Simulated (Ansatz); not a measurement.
Geometry optimisation, Ansatz 0.2.0, DFT PBE-D3(BJ), scalar-relativistic, plane waves, PAW.

The input (input.yaml):

```yaml
crystal:
  lattice:
    - [8.1, 0.0, 0.0]
    - [0.0, 5.727565, 0.0]
    - [0.0, 0.0, 15.295674]
  atoms:
    - { symbol: Al, position: [0.25, 0.25, 0.065378] }
    - { symbol: Al, position: [0.75, 0.25, 0.065378] }
    - { symbol: Al, position: [0.25, 0.75, 0.065378] }
    - { symbol: Al, position: [0.75, 0.75, 0.065378] }
    - { symbol: Al, position: [0.0, 0.0, 0.1589921] }
    - { symbol: Al, position: [0.5, 0.0, 0.1589921] }
    - { symbol: Al, position: [0.0, 0.5, 0.1589921] }
    - { symbol: Al, position: [0.5, 0.5, 0.1589921] }
    - { symbol: Al, position: [0.25, 0.25, 0.2526062] }
    - { symbol: Al, position: [0.75, 0.25, 0.2526062] }
    - { symbol: Al, position: [0.25, 0.75, 0.2526062] }
    - { symbol: Al, position: [0.75, 0.75, 0.2526062] }
    - { symbol: Al, position: [0.0, 0.0, 0.3462204] }
    - { symbol: Al, position: [0.5, 0.0, 0.3462204] }
    - { symbol: Al, position: [0.0, 0.5, 0.3462204] }
    - { symbol: Al, position: [0.5, 0.5, 0.3462204] }
    - { symbol: O, position: [0.3545209, 0.6816265, 0.4181361] }
    - { symbol: H, position: [0.2432832, 0.7272401, 0.4312117] }
    - { symbol: H, position: [0.3586537, 0.5179375, 0.4312117] }
basis:
  ecutwfc: 420.0
kpoints:
  mp_grid: { grid: [2, 3, 1] }
hamiltonian:
  xc: pbe
  dispersion: d3bj
  pseudopotentials: { kind: paw, azcp: { folder: soft_1 } }
scf:
  occupations: { method: gaussian, width: 0.15 }
  lower_state_search: "off"
relax:
  f_tol: 0.03
  max_steps: 60
  adjacent_minimum: "off"
  constraints: [{ sites: [0, 1, 2, 3] }]
```

Launched with:

```bash
$ ansatz run input.yaml --threads 1 --pin off --max-ram 3072MiB --backend cpu --events-out ev --progress --plain --runs-dir out
```

Task: Where does it end, and by what steps?

Result: The forces met the threshold. The force dipped under the threshold on the way, but the program's further checks kept it going. Limits of this set-up: coarse k mesh, thin slab, slab without dipole correction. After 18 steps the energy has fallen by 2.697 eV; O17 moved furthest, 1.48 Å. Parted: Al16–H19.

```json
{"step": "0", "energy less start (eV)": "0.0000", "largest force component (eV/Å)": "3.108", "accepted": "yes"}
{"step": "1", "energy less start (eV)": "-1.3045", "largest force component (eV/Å)": "1.779", "accepted": "yes"}
{"step": "2", "energy less start (eV)": "-1.9534", "largest force component (eV/Å)": "1.216", "accepted": "yes"}
{"step": "3", "energy less start (eV)": "-2.3089", "largest force component (eV/Å)": "1.308", "accepted": "yes"}
{"step": "4", "energy less start (eV)": "-2.5151", "largest force component (eV/Å)": "0.931", "accepted": "yes"}
{"step": "5", "energy less start (eV)": "-2.6086", "largest force component (eV/Å)": "0.419", "accepted": "yes"}
{"step": "6", "energy less start (eV)": "-2.6561", "largest force component (eV/Å)": "0.283", "accepted": "yes"}
{"step": "7", "energy less start (eV)": "-2.6766", "largest force component (eV/Å)": "0.185", "accepted": "yes"}
{"step": "8", "energy less start (eV)": "-2.6892", "largest force component (eV/Å)": "0.020", "accepted": "yes"}
{"step": "9", "energy less start (eV)": "-2.6892", "largest force component (eV/Å)": "0.020", "accepted": "yes"}
{"step": "10", "energy less start (eV)": "-2.6922", "largest force component (eV/Å)": "0.204", "accepted": "yes"}
{"step": "11", "energy less start (eV)": "-2.6939", "largest force component (eV/Å)": "0.185", "accepted": "yes"}
{"step": "12", "energy less start (eV)": "-2.6947", "largest force component (eV/Å)": "0.104", "accepted": "yes"}
{"step": "13", "energy less start (eV)": "-2.6957", "largest force component (eV/Å)": "0.027", "accepted": "yes"}
{"step": "14", "energy less start (eV)": "-2.6957", "largest force component (eV/Å)": "0.027", "accepted": "yes"}
{"step": "15", "energy less start (eV)": "-2.6965", "largest force component (eV/Å)": "0.062", "accepted": "yes"}
{"step": "16", "energy less start (eV)": "-2.6968", "largest force component (eV/Å)": "0.024", "accepted": "yes"}
{"step": "17", "energy less start (eV)": "-2.6968", "largest force component (eV/Å)": "0.025", "accepted": "yes"}
{"step": "18", "energy less start (eV)": "-2.6971", "largest force component (eV/Å)": "0.012", "accepted": "yes"}
```

```xyz
19
Lattice="8.1000 0.0000 0.0000 0.0000 5.7276 0.0000 0.0000 0.0000 15.2957" Properties=species:S:1:pos:R:3
Al 2.025 1.432 1.000
Al 6.075 1.432 1.000
Al 2.025 4.296 1.000
Al 6.075 4.296 1.000
Al 0.012 0.007 2.254
Al 4.057 -0.002 2.252
Al 0.010 2.865 2.279
Al 4.056 2.860 2.188
Al 2.068 1.435 3.688
Al 6.090 1.431 3.714
Al 2.057 4.299 3.687
Al 6.105 4.318 3.709
Al 0.054 0.009 4.959
Al 4.066 -0.005 4.978
Al 0.038 2.867 4.960
Al 4.102 2.900 4.874
O 3.754 2.792 6.822
H 3.065 3.451 7.071
H 3.401 1.875 6.973
```

Whether the end is a true minimum wasn't checked by a vibrational analysis.

The run took 2.6 min on 1 thread of Intel(R) Xeon(R) Platinum 8259CL CPU @ 2.50GHz (Skylake/Cascade Lake), with other jobs on the host, peak memory 0.71 GiB.
